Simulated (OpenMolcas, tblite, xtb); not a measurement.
**A ladder of methods for B2H4F2 (SMILES [BH2-]1[F+][BH2-][F+]1)**

B2H4F2 has 8 atoms, charge 0, and is taken as a singlet. As SMILES, `[BH2-]1[F+][BH2-][F+]1`. Geometry: relaxed at PBE0-D4/def2-TZVP.

Quantity: the HOMO–LUMO gap, in eV. The values are calculated.

```tsv
level	kind	program	value (eV)	CPU time
GFN0-xTB	semi-empirical	xtb	8.29	under 2 s
GFN1-xTB	semi-empirical	tblite	8.81	under 2 s
HF/cc-pVDZ	Hartree–Fock	OpenMolcas	17.27	4.7 s
SVWN5/cc-pVDZ	LDA	OpenMolcas	6.41	12 s
PBE/cc-pVDZ	GGA	OpenMolcas	6.67	17 s
TPSS/cc-pVDZ	meta-GGA	OpenMolcas	7.28	24 s
BHLYP/cc-pVDZ	global hybrid	OpenMolcas	12.06	17 s
B2PLYP/cc-pVDZ	double hybrid	OpenMolcas	12.39	14 s
```

The values span 6.41 to 17.27 eV. Orbital gaps aren't excitation energies, and those of double hybrids come from the SCF part alone; they tend to grow with the share of exact exchange. Times are those of the runs behind each value, whatever else they computed, on shared processors of several kinds: orders of magnitude only.
